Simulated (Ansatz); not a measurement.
Mulliken charges of `C=CC[Se]` radical from PBE/def2-TZVPP in Ansatz (PBE0-D4/def2-TZVP geometry).

```
atom   x (Å)   y (Å)   z (Å)  charge (e)
  C1   0.344   1.302  -0.483      -0.193
  C2   0.091   0.364   0.420      -0.110
  C3  -0.429  -0.985   0.085      -0.144
 Se4   0.907  -2.357   0.467      -0.069
  H5   0.170   1.132  -1.541       0.079
  H6   0.731   2.272  -0.196       0.099
  H7   0.289   0.551   1.472       0.102
  H8  -0.736  -1.064  -0.958       0.112
  H9  -1.279  -1.261   0.719       0.123
```

Question: By hand: the dipole of these point charges (1 e Å = 4.8032 D).

Answer: Σ q r = (-0.202, 0.109, -0.007) e Å, of length 0.230 e Å = 1.10 D.

Question: How does the dipole of the full density compare? (Best estimate.)

Answer: Computed: (-0.212, 0.190, -0.033) e Å, 1.38 D; the point charges give 0.80 times that, at 14° from its direction.

Point charges leave out the atoms' own dipoles, such as those of lone pairs, and Mulliken's split depends on the basis, so the two needn't agree.
